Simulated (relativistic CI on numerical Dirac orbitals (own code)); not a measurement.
# Radial parameters of Tb20+

Computed by Dirac-Coulomb-Breit CI, orbitals from a KLI potential per configuration, QED by a radiative potential, unscaled Slater integrals (own radial code, finite nucleus).

Slater integrals F^k, G^k are unscaled and averaged over j, outside the closed core [Ar] 3d10; ζ comes from projecting the Hamiltonian with its Breit term on Σ l·s of the shell.

- 4s2 4p6 4d9: ζ(4d) = 24075 cm⁻¹; <r>(4d) = 0.5608, <r^2>(4d) = 0.3599 (bohr units).
- 4s2 4p5 4d10: ζ(4p) = 209020 cm⁻¹; <r>(4p) = 0.5401, <r^2>(4p) = 0.3301 (bohr units).
- 4s2 4p6 4d8 4f: F^2(4d,4d) = 180250, F^4(4d,4d) = 122060, ζ(4d) = 24092, F^2(4d,4f) = 176690, F^4(4d,4f) = 115480, G^1(4d,4f) = 196900, G^3(4d,4f) = 130790, G^5(4d,4f) = 94641, ζ(4f) = 3138.4 cm⁻¹; <r>(4d) = 0.5609, <r^2>(4d) = 0.36, <r>(4f) = 0.5643, <r^2>(4f) = 0.3669 (bohr units).

(1) Give the Racah parameters of the d shell in 4s2 4p6 4d8 4f.

Averages of the first 10 configurations, taken without configuration mixing, which lowers the lowest level and can move excited configurations by several eV; other configurations of the list can lie among them:

```csv
Configuration,Parity,States,Average energy above the lowest level (eV)
4s2 4p6 4d9,even,10,4.5
4s2 4p5 4d10,odd,6,160.0
4s2 4p6 4d8 4f,odd,630,160.8
4s 4p6 4d10,even,2,267.8
4s2 4p5 4d9 4f,even,840,314.4
4s2 4p6 4d8 5s,even,90,214.7
4s 4p6 4d9 4f,odd,280,422.4
4s2 4p6 4d8 5p,odd,270,254.6
4s2 4p6 4d7 4f 5s,odd,3360,371.6
4s2 4p6 4d8 5d,even,450,311.3
```

Answers

(1) B = F²/49 − 5F⁴/441 = 2295 cm⁻¹ and C = 35F⁴/441 = 9687 cm⁻¹.
